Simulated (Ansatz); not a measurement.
`BN[SiH2]O` + `OCS` → `O[SiH2]OCS` + `BN`  (ligand exchange at the Si–N bond)

Isolated molecules relaxed with PBE0-D4/def2-TZVP in Ansatz; ΔE leaves out vibrations. CCSD(T)/CBS adds triple-zeta CCSD(T) − MP2 to the extrapolated MP2 energy (def2 sets, frozen cores). This one scheme is used for every species. Functionals use def2-TZVPP. B3LYP here is the variant with VWN-RPA as its local correlation; programs differ in this. Each species was taken in one conformer, which may not be the lowest.

`BN[SiH2]O`:

```xyz
10

B    -1.625    0.430   -0.488
N    -0.269    0.712   -0.281
Si    0.844   -0.211    0.687
O     1.996   -0.961   -0.212
H    -2.099   -0.539    0.032
H    -2.285    1.151   -1.180
H     0.100    1.534   -0.740
H     1.614    0.698    1.564
H     0.012   -1.174    1.444
H     1.712   -1.640   -0.826
```

`OCS`:

Cartesian coordinates in Å:
```
O 0.756 0.936 0.313
C -0.298 0.139 -0.165
S -0.557 -1.274 0.909
H 0.891 1.658 -0.308
H -1.257 0.671 -0.152
H -0.110 -0.213 -1.184
H 0.576 -1.917 0.586
```

`O[SiH2]OCS`:

Z-matrix (Å, degrees):
```
Si
O 1 1.655
O 1 1.635 2 113.5
H 1 1.489 2 106.7 3 -122.7
H 1 1.474 2 106.1 3 116.5
C 2 1.389 1 123.0 3 82.8
H 3 0.961 1 114.9 2 -59.9
S 6 1.822 2 114.9 1 -58.3
H 6 1.090 2 108.5 1 179.8
H 6 1.096 2 112.0 1 59.8
H 8 1.343 6 96.2 2 -66.7
```

`BN`:

Cartesian coordinates in Å:
```
B -0.281 -0.193 0.591
N 0.289 0.198 -0.608
H -0.884 -1.226 0.638
H -0.156 0.512 1.551
H 0.808 1.053 -0.719
H 0.224 -0.344 -1.453
```

Problem. Is it downhill or uphill in electronic energy at CCSD(T)/CBS, and by how much? (Estimate.)

Solution. Computed: Downhill: ΔE = -0.68 eV.

Problem. What do these levels give: PBE-D4, B2PLYP, B3LYP, HF/def2-QZVPP, MP2/def2-QZVPP, MP2/CBS(def2)? (Estimate.)

Solution. Computed: PBE-D4 -0.71, B2PLYP -0.70, B3LYP -0.69, HF/def2-QZVPP -0.65, MP2/def2-QZVPP -0.69, MP2/CBS(def2) -0.69 eV.

Largest T1 diagnostic among the species: 0.012.

In def2-TZVPP, CCSD(T) changes the Hartree–Fock value by −0.04 eV (the triples alone add −0.02 eV) and MP2 by −0.05 eV. The D4 term adds −0.05 eV with B3LYP and −0.03 eV with PBE0; it sums over pairs of atoms, weighted by their polarisabilities, and B3LYP, whose exchange is more repulsive, gets the larger term.
